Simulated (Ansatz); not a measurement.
Program: Ansatz. Geometries: PBE0-D4/def2-TZVP. ΔE: electronic, gas phase. CCSD(T)/CBS is the MP2 limit (def2-TZVPP, def2-QZVPP) plus CCSD(T) − MP2 in def2-TZVPP, frozen cores. DFT in def2-TZVPP. Each species was taken in one conformer, which may not be the lowest.

Reaction (isomerisation): `C=N[SiH](C)Cl` → `CN(C)[Si]Cl`

`C=N[SiH](C)Cl`:

```xyz
11

C     0.916   -0.433    1.969
N     0.948   -0.525    0.716
Si   -0.388   -0.521   -0.378
C    -0.206    0.891   -1.562
Cl   -2.196   -0.332    0.621
H     1.847   -0.445    2.546
H    -0.013   -0.337    2.551
H    -0.408   -1.838   -1.051
H    -1.019    0.888   -2.290
H     0.744    0.809   -2.095
H    -0.224    1.843   -1.027
```

`CN(C)[Si]Cl`:

Cartesian coordinates in Å:
```
C 0.096 -0.745 -1.209
N -0.303 0.135 -0.127
C 0.628 0.119 0.978
Si -1.760 0.998 -0.368
Cl -1.901 2.104 1.422
H 0.164 -1.783 -0.865
H -0.634 -0.701 -2.022
H 1.074 -0.454 -1.610
H 0.292 0.784 1.770
H 0.722 -0.895 1.384
H 1.622 0.439 0.646
```

CCSD(T)/CBS gives +0.63 eV.

Problem. Another level gave +0.64 eV. Which?
A. HF/def2-TZVPP
B. MP2/def2-TZVPP
C. ωB97M-V/def2-TZVPP
D. PBE/def2-TZVPP

Solution. B. MP2/def2-TZVPP 0.64, ωB97M-V 0.56, PBE 0.47, HF/def2-TZVPP 0.94 eV.

Largest T1 diagnostic among the species: 0.013.

In def2-TZVPP, CCSD(T) changes the Hartree–Fock value by −0.33 eV (the triples alone add −0.03 eV) and MP2 by −0.30 eV. From PBE to PBE0 (25 % exact exchange), in def2-TZVPP and without D4, ΔE moves by +0.07 eV.
